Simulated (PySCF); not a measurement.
difluoromethyl(methyl)silane (C₂H₆F₂Si), SMILES [SiH2](C(F)F)C. Atoms are numbered in the order given.

```xyz
11

C      0.9619     1.7562     0.0000
Si    -0.7061     0.8989     0.0000
C     -0.3725    -0.9970     0.0000
F      0.3722    -1.3163    -1.1086
F      0.3722    -1.3163     1.1086
H      1.5361     1.4591     0.8913
H      0.8563     2.8520     0.0000
H      1.5361     1.4591    -0.8913
H     -1.5073     1.2179    -1.2163
H     -1.5073     1.2179     1.2163
H     -1.2647    -1.6510     0.0000
```

The structure is a stationary point at B3LYP-D3(BJ)/def2-SVP. Other conformers were not sampled.

All values below come from PySCF with B3LYP/def2-TZVP.

The molecule is in vacuum.

Computed frontier levels, gap, dipole moment and polarisability:
| Property | Value |
|---|---|
| highest occupied level | -8.28 eV |
| lowest empty level | 0.21 eV |
| orbital gap | 8.49 eV |
| dipole moment | 1.62 D |
| quadrupole, principal values (traceless, Buckingham form, about the centre of nuclear charge) | -3.04, -2.98, 6.02 D·Å |
| mean static polarisability | 52.6 bohr³ (7.79 Å³) |
| polarisability, principal values | 49.2, 52.1, 56.5 bohr³ |
